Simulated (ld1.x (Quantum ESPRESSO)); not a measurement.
Configuration tests for sulfur (S) (TM)

S (Z = 16), norm-conserving Troullier–Martins (Kleinman–Bylander form), made with ld1.x (Quantum ESPRESSO) 7.5 (PBE, scalar-relativistic). Core [Ne], reference 3s2 3p4. Waves: 3s (bound): rc 0.88 bohr; 3p (bound): rc 1.30 bohr. Local part: the p channel. Core correction: Bessel-smoothed model core, default radius (core density twice the valence density).

Energies are relative to the spin-unpolarised reference configuration 3s2 3p4; without spin polarisation the order of configurations can differ from experiment.

Question: Give the all-electron excitation energy and the error of the potential for: 3s2 3p3; 3s2 3p2; 3s2 3p1; 3s2 3p3.5; 3s2 3p0; 3s1 3p5; 3s2 3p4.3.

Answer:

```csv
valence configuration,charge,ΔE all-electron (eV),error AE − PS (meV)
3s2 3p3,+1,11.769,+3.1
3s2 3p2,+2,34.053,+24
3s2 3p1,+3,68.094,+82
3s2 3p3.5,+0.5,4.660,+0.4
3s2 3p0,+4,114.891,+202
3s1 3p5,0,10.311,-16
3s2 3p4.3,-0.3,-1.709,+0.3
```

Note: ghost state, extra bound levels that the all-electron valence spectrum of the same l lacks: s at -604.3 eV. A true bound ghost makes a file unfit for plane-wave use.
